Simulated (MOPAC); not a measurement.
MOPAC input (PM7):

```
PM7 1SCF GEO-OK AUX(PRECISION=9) THREADS=1
C2H6GeO2

C     2.77584300 1    0.11575900 1   -0.29704700 1
C     1.36974400 1   -0.24652300 1    0.09464600 1
O     1.07226100 1   -1.15491400 1    0.83827600 1
O     0.45283100 1    0.54689400 1   -0.46792500 1
Ge   -1.29068800 1    0.14739900 1   -0.02174000 1
H     2.88167900 1    0.05582900 1   -1.38102500 1
H     3.47946300 1   -0.55668200 1    0.18517400 1
H     2.98314200 1    1.14683100 1   -0.00770800 1
H    -1.61643700 1   -1.26426700 1   -0.51342300 1
H    -1.46861500 1    0.32521400 1    1.48736300 1
H    -2.03145900 1    1.22503900 1   -0.82311800 1
```

Output:

```
 *******************************************************************************
 **                                                                           **
 **                              MOPAC v23.2.5                                **
 **                                                                           **
 *******************************************************************************
 ** MOPAC's Digital Object Identifier: https://doi.org/10.5281/zenodo.6511958 **
 **                                                                           **
 ** Please cite the open-source release paper for use of this MOPAC version:  **
 ** J. E. Moussa and J. J. P. Stewart (2026)                                  **
 ** MOPAC: An open-source semiempirical molecular orbital program             **
 ** J. Open Source Softw., 11(119), 8025, https://doi.org/10.21105/joss.08025 **
 *******************************************************************************

                              PM7 CALCULATION RESULTS

 *******************************************************************************
 *  PM7        - The PM7 Hamiltonian to be used
 *  GEO-OK     - OVERRIDE INTERATOMIC DISTANCE AND OTHER SAFETY CHECKS
 *  1SCF       - DO 1 SCF AND THEN STOP
 *  AUX        - OUTPUT AUXILIARY INFORMATION
 *******************************************************************************
PM7 1SCF GEO-OK AUX(PRECISION=9) THREADS=1
 C2H6GeO2

   ATOM   CHEMICAL          X               Y               Z
  NUMBER   SYMBOL      (ANGSTROMS)     (ANGSTROMS)     (ANGSTROMS)

     1       C          2.77584300  *   0.11575900  *  -0.29704700  *
     2       C          1.36974400  *  -0.24652300  *   0.09464600  *
     3       O          1.07226100  *  -1.15491400  *   0.83827600  *
     4       O          0.45283100  *   0.54689400  *  -0.46792500  *
     5      Ge         -1.29068800  *   0.14739900  *  -0.02174000  *
     6       H          2.88167900  *   0.05582900  *  -1.38102500  *
     7       H          3.47946300  *  -0.55668200  *   0.18517400  *
     8       H          2.98314200  *   1.14683100  *  -0.00770800  *
     9       H         -1.61643700  *  -1.26426700  *  -0.51342300  *
    10       H         -1.46861500  *   0.32521400  *   1.48736300  *
    11       H         -2.03145900  *   1.22503900  *  -0.82311800  *

          CARTESIAN COORDINATES

    NO.       ATOM           X           Y           Z

     1         C          2.7758      0.1158     -0.2970
     2         C          1.3697     -0.2465      0.0946
     3         O          1.0723     -1.1549      0.8383
     4         O          0.4528      0.5469     -0.4679
     5        Ge         -1.2907      0.1474     -0.0217
     6         H          2.8817      0.0558     -1.3810
     7         H          3.4795     -0.5567      0.1852
     8         H          2.9831      1.1468     -0.0077
     9         H         -1.6164     -1.2643     -0.5134
    10         H         -1.4686      0.3252      1.4874
    11         H         -2.0315      1.2250     -0.8231

 General Reference for PM7:
 "Optimization of Parameters for Semiempirical Methods VI: More Modifications to the
 NDDO Approximations and Re-optimization of Parameters", J. J. P. Stewart, J. Mol. Mod., 1:32, 19 (2013)
 https://link.springer.com/article/10.1007/s00894-012-1667-x

           Empirical Formula: C2 H6 O2 Ge  =    11 atoms

      MOLECULAR POINT GROUP   :   Cs

      RHF CALCULATION, NO. OF DOUBLY OCCUPIED LEVELS = 15

 -------------------------------------------------------------------------------
 PM7 1SCF GEO-OK AUX(PRECISION=9) THREADS=1
 C2H6GeO2

     1SCF WAS SPECIFIED, SO BFGS WAS NOT USED
     SCF FIELD WAS ACHIEVED

                              PM7 CALCULATION
                                                       MOPAC v23.2.5 Linux

          FINAL HEAT OF FORMATION =        -88.49837 KCAL/MOL =    -370.27716 KJ/MOL

          COSMO AREA              =        131.86 SQUARE ANGSTROMS
          COSMO VOLUME            =        121.06 CUBIC ANGSTROMS

          IONIZATION POTENTIAL    =         10.705037 EV
          HOMO LUMO ENERGIES (EV) =        -10.705 -0.870
          NO. OF FILLED LEVELS    =         15
          MOLECULAR WEIGHT        =        134.6582         POINT GROUP:  Cs

          MOLECULAR DIMENSIONS (Angstroms)

            Atom       Atom       Distance
            H    11    H     7     5.87890
            H     8    H     9     3.71125
            H    10    H     6     3.51152

          SCF CALCULATIONS        =          1

   ATOM   CHEMICAL          X               Y               Z
  NUMBER   SYMBOL      (ANGSTROMS)     (ANGSTROMS)     (ANGSTROMS)

     1       C          2.77584300  *   0.11575900  *  -0.29704700  *
     2       C          1.36974400  *  -0.24652300  *   0.09464600  *
     3       O          1.07226100  *  -1.15491400  *   0.83827600  *
     4       O          0.45283100  *   0.54689400  *  -0.46792500  *
     5      Ge         -1.29068800  *   0.14739900  *  -0.02174000  *
     6       H          2.88167900  *   0.05582900  *  -1.38102500  *
     7       H          3.47946300  *  -0.55668200  *   0.18517400  *
     8       H          2.98314200  *   1.14683100  *  -0.00770800  *
     9       H         -1.61643700  *  -1.26426700  *  -0.51342300  *
    10       H         -1.46861500  *   0.32521400  *   1.48736300  *
    11       H         -2.03145900  *   1.22503900  *  -0.82311800  *

                             CARTESIAN COORDINATES

   1    C        2.775843000     0.115759000    -0.297047000
   2    C        1.369744000    -0.246523000     0.094646000
   3    O        1.072261000    -1.154914000     0.838276000
   4    O        0.452831000     0.546894000    -0.467925000
   5   Ge       -1.290688000     0.147399000    -0.021740000
   6    H        2.881679000     0.055829000    -1.381025000
   7    H        3.479463000    -0.556682000     0.185174000
   8    H        2.983142000     1.146831000    -0.007708000
   9    H       -1.616437000    -1.264267000    -0.513423000
  10    H       -1.468615000     0.325214000     1.487363000
  11    H       -2.031459000     1.225039000    -0.823118000

           Empirical Formula: C2 H6 O2 Ge  =    11 atoms

      MOLECULAR POINT GROUP   :   Cs

                  EIGENVALUES
 -30.92214 -28.73426 -26.24012 -19.94003 -18.08012 -16.39083 -15.90062 -15.19430
 -13.82112 -13.63761 -12.17355 -12.06430 -11.42982 -11.04603 -10.70504  -0.86953
   1.29728   1.41058   1.62857   3.10137   3.61621   4.41774   5.15549   5.31546
   5.74622   6.52421

              NET ATOMIC CHARGES AND DIPOLE CONTRIBUTIONS

  ATOM NO.   TYPE          CHARGE      No. of ELECS.   s-Pop       p-Pop
    1          C          -0.495250        4.4952     1.05965     3.43560
    2          C           0.676381        3.3236     1.10157     2.22204
    3          O          -0.533455        6.5335     1.87887     4.65458
    4          O          -0.649996        6.6500     1.81621     4.83379
    5         Ge           0.117304        3.8827     1.06980     2.81289
    6          H           0.181988        0.8180     0.81801
    7          H           0.179766        0.8202     0.82023
    8          H           0.181988        0.8180     0.81801
    9          H           0.114411        0.8856     0.88559
   10          H           0.114411        0.8856     0.88559
   11          H           0.112453        0.8875     0.88755
 DIPOLE           X         Y         Z       TOTAL
 POINT-CHG.    -1.703     0.975    -0.649     2.067
 HYBRID         0.256     0.091    -0.091     0.286
 SUM           -1.448     1.066    -0.740     1.944

          ATOMIC ORBITAL ELECTRON POPULATIONS

     Atom    s        px        py        pz
    1  C   1.05965   1.05168   1.19203   1.19190
    2  C   1.10157   0.82278   0.71049   0.68878
    3  O   1.87887   1.81334   1.39931   1.44193
    4  O   1.81621   1.42399   1.66704   1.74276
    5 Ge   1.06980   0.61187   1.10192   1.09910
    6  H   0.81801
    7  H   0.82023
    8  H   0.81801
    9  H   0.88559
   10  H   0.88559
   11  H   0.88755

 **********************
 *                    *
 * JOB ENDED NORMALLY *
 *                    *
 **********************

 == MOPAC DONE ==
```

The geometry given is a B3LYP-D3(BJ)/def2-TZVP minimum.
